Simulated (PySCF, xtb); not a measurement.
CH₂FNOSi, SMILES N#CO[SiH2]F.

Geometry: ωB97X-D3(BJ)/def2-SVP. The structure was generated by enumeration, and PubChem lists no compound with its InChIKey, so it may never have been made. The values are those of a single conformer.

Computed with C-PCM-PBE0/def2-SVP in PySCF 2.14.0.

The values are the electrostatic part of the solvation free energy, E(continuum) − E(gas) at the gas-phase geometry, in a cavity of scaled van der Waals radii (PySCF's table); cavitation and dispersion terms are not included. In vacuum the orbital gap is 8.86 eV. The dipole moment in vacuum is 4.41 D.

Computed values in water (ε = 78.36), N,N-dimethylformamide (ε = 37.22), ethanol (ε = 24.85):
```
solvent                    ε  ΔG(elec) (kcal/mol)  dipole (D)  gap (eV)
---------------------  -----  -------------------  ----------  --------
water                  78.36                 -6.6        5.38      9.55
N,N-dimethylformamide  37.22                 -6.5        5.37      9.54
ethanol                24.85                 -6.4        5.35      9.53
```

For comparison, GFN2-xTB/ALPB(water) (xtb, at the GFN2-xTB geometry, all terms of that model) gives -4.5 kcal/mol.
